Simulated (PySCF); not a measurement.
## Electron correlation in B (boron, neutral)

[He] 2s2 2p1, 2P determinant. Calculation: PySCF 2.14, in jorge-DZP-DKH (4s2p1d, 15 functions); scalar relativity by spin-free X2C-1e. Frozen: 1s2; 3 electrons correlated.

MP2 pair energies summed by pair of shells (mhartree):

```json
{"pair": "2s-2s", "energy": "-22.47", "share (%)": "60.4"}
{"pair": "2s-2p", "energy": "-14.72", "share (%)": "39.6"}
```

Total MP2 correlation energy: -37.19 mhartree.

Same-spin part -2.48 and opposite-spin part -34.71 mhartree; SCS-MP2 scales them by 1/3 and 6/5 to -42.48 mhartree.

| level | correlation energy (mhartree) |
| --- | --- |
| CCSD | -59.17 |
| (T) | -0.78 |
| CCSD(T) | -59.95 |

Diagnostics: T1 = 0.011, D1 = 0.0205, largest double amplitude 0.124.

Cost of the coupled-cluster step: 0.07 s of wall time on 1 thread of Neoverse-V2 (shared host), for 3 correlated electrons.
